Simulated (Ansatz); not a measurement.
Se(CN)2 (C₂SeN₂). Total charge 0; triplet. Geometry PBE0-D4/def2-SVP, that of the neutral singlet; atoms count from 1.

```xyz
5

Se    0.501    0.184    1.142
C    -1.213    0.392    0.507
N    -2.318    0.550    0.194
C     1.241   -0.381   -0.444
N     1.790   -0.745   -1.399
```

At PBE0-D4/def2-TZVP a singlet of charge 0 lies 4.19 eV below the triplet at the same geometry.

Estimate the Mulliken populations from the PBE0/def2-TZVP orbitals of Ansatz.


```csv
atom,charge (e),spin (α − β)
Se1,0.39,1.40
C2,-0.19,0.00
N3,-0.01,0.30
C4,-0.19,0.00
N5,-0.01,0.30
```
Mulliken values depend strongly on the basis.

Where does the spin sit?

Summed by element: Se 1.40, C 0.01, N 0.59, of 2 unpaired in all. Largest on single atoms: Se1 1.40, N3 0.30, N5 0.30.

And the Mayer bond orders between heavy atoms (over 0.3)?

Se1–C2 0.97 (1.84 Å); Se1–C4 0.97 (1.84 Å); C2–N3 2.75 (1.16 Å); C4–N5 2.75 (1.16 Å).
